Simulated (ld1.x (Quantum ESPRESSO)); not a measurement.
**u(r) = r·R(r): atom against pseudo-atom (Be (Z = 4))**

Columns: radius, all-electron u(r) and pseudo u(r) of the 2p shell (level -5.61 eV) of beryllium in the configuration [He] 2s1.5 2p0; BLYP, non-relativistic, PAW scheme, ld1.x (Quantum ESPRESSO) 7.5.

| r (bohr) | all-electron | pseudo |
| --- | --- | --- |
| 0.182 | 0.0443 | 0.0087 |
| 0.365 | 0.1319 | 0.0344 |
| 0.548 | 0.2272 | 0.0751 |
| 0.730 | 0.3155 | 0.1278 |
| 0.912 | 0.3920 | 0.1890 |
| 1.095 | 0.4547 | 0.2549 |
| 1.277 | 0.5035 | 0.3207 |
| 1.460 | 0.5405 | 0.3829 |
| 1.642 | 0.5655 | 0.4375 |
| 1.825 | 0.5796 | 0.4824 |
| 2.007 | 0.5840 | 0.5154 |
| 2.190 | 0.5805 | 0.5363 |
| 2.372 | 0.5707 | 0.5451 |
| 2.555 | 0.5557 | 0.5430 |
| 2.738 | 0.5369 | 0.5320 |
| 2.920 | 0.5154 | 0.5143 |
| 3.102 | 0.4919 | 0.4921 |
| 3.285 | 0.4670 | 0.4673 |
| 3.468 | 0.4415 | 0.4415 |
| 3.650 | 0.4158 | 0.4158 |
| 3.832 | 0.3902 | 0.3902 |
| 4.015 | 0.3649 | 0.3649 |
| 4.198 | 0.3402 | 0.3402 |
| 4.380 | 0.3165 | 0.3165 |
| 4.562 | 0.2937 | 0.2937 |
| 4.745 | 0.2718 | 0.2718 |

Q: How many radial nodes do the two functions have?

A: The all-electron 2p function has n − l − 1 = 0; the pseudo-wave has 0.

Q: At about which radius was the pseudo-wave matched?

A: 3.65 bohr. The columns agree to 0.0005 from 3.10 bohr on; several derivatives are matched, so the curves merge somewhat inside the radius.

Q: Is the pseudo-wave norm-conserving?

A: No, it belongs to a PAW set: the norm inside the radius is not constrained, and the difference is carried by the augmentation charge.
